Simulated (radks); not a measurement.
Valence configurations of Ir II (all share [Xe]). Method: scalar-relativistic Kohn-Sham, PBE, spin-polarised, spherical densities, point nucleus; open shells are filled with parallel spins first (spin-orbit coupling, left out, can overturn this in heavy ions); computed with a radial shooting solver on a logarithmic mesh with Libxc functionals. Energies are relative to 4f14 5d7 6s1; eigenvalues in eV for spin up.

4f14 5d7 6s1: E (eV) 0.000; moment (Bohr magnetons) 4; e(4f) -70.458; e(5d) -16.237; e(6s) -14.324
4f13 5d7 6s2: E (eV) 63.620; moment (Bohr magnetons) 4; e(4f) -85.280; e(5d) -19.846; e(6s) -15.329
4f14 5d6 6s2: E (eV) 1.851; moment (Bohr magnetons) 4; e(4f) -73.783; e(5d) -18.623; e(6s) -15.236
4f13 5d8 6s1: E (eV) 60.542; moment (Bohr magnetons) 4; e(4f) -81.747; e(5d) -17.288; e(6s) -14.387
4f13 5d7 6s1 6p1: E (eV) 69.146; moment (Bohr magnetons) 6; e(4f) -86.798; e(5d) -21.418; e(6p) -9.364; e(6s) -16.825
4f14 5d7 6s0.5 6p0.5: E (eV) 3.333; moment (Bohr magnetons) 4; e(4f) -71.281; e(5d) -16.965; e(6p) -8.118; e(6s) -14.831
4f14 5d6.5 6s1.5: E (eV) 0.853; moment (Bohr magnetons) 4; e(4f) -72.097; e(5d) -17.413; e(6s) -14.779
4f14 5d5 6s1 6p2: E (eV) 15.011; moment (Bohr magnetons) 8; e(4f) -80.185; e(5d) -24.022; e(6p) -10.721; e(6s) -18.783
4f13 5d7 6p2: E (eV) 76.682; moment (Bohr magnetons) 6; e(4f) -88.381; e(5d) -22.793; e(6p) -10.125
4f14 5d8: E (eV) 0.357; moment (Bohr magnetons) 2; e(4f) -67.485; e(5d) -13.832

NIST lists [Xe] 4f14 5d7 6s1 as the ground configuration; this level of theory agrees among the configurations tried. The energies are those of spherical high-spin densities, not of single terms.
